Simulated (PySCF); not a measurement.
Telling isomers of C₆H₉N₃S apart by NMR

Computed data (PySCF 2.14): GIAO PBE0/pcSseg-1 shieldings, geometry from PBE0-D3(BJ)/def2-SVP. One computed conformer, gas phase, non-relativistic, rapidly exchanging positions averaged.

References, each an isolated molecule treated in the same way: ¹H and ¹³C vs TMS. Where no couplings were computed, multiplicities follow the n + 1 count of equivalent neighbours, and m marks all less simple cases (inequivalent or close neighbours, rings, F or P nearby). Shifts are as computed. Against solution values, carbons near 30 ppm lie about +2 ppm off and those near 130 ppm about +5 ppm; carbons on S a further +3 ppm. Of 1313 compounds with measured shifts, 239 miss one by over three times the rms of a fit or turn the order of signals round; such compounds aren't used in these exercises.

(1) Tabulate the signals of `CCc1cc(SC)nnn1`, `C=Cn1nc(C)c(SC)n1` and their relative energies.

(2) What is the quickest way to tell CCc1cc(SC)nnn1 from C=Cn1nc(C)c(SC)n1?

## Answers

(1) 
```tsv
SMILES	carbon types	δC	δH	E rel. (kcal/mol)
CCc1cc(SC)nnn1	2×C 1×CH 1×CH2 2×CH3	169.7, 163.7, 117.1, 33.5, 17.2, 16.5	6.74 (s, 1H), 2.67 (s, 3H), 2.60 (q, 2H), 1.50 (t, 3H)	10.4
C=Cn1nc(C)c(SC)n1	2×C 1×CH 1×CH2 2×CH3	151.3, 144.3, 139.5, 104.5, 17.8, 11.5	7.00 (m, 1H), 5.98 (m, 1H), 4.96 (m, 1H), 2.49 (s, 3H), 2.25 (s, 3H)	0.0
```

Energies are electronic energies at PBE0/pcSseg-1 on these geometries, without zero-point or thermal terms, each for the one conformer computed, which needn't be the lowest.

(2) Both give the same number of carbon signals, with the same numbers of each carbon type, so the positions decide. The first has an sp3 CH2 on an aromatic ring at 33.5 ppm, the second a terminal =CH2 carbon at 104.5 ppm. Their most deshielded carbons lie at 169.7 and 151.3 ppm.
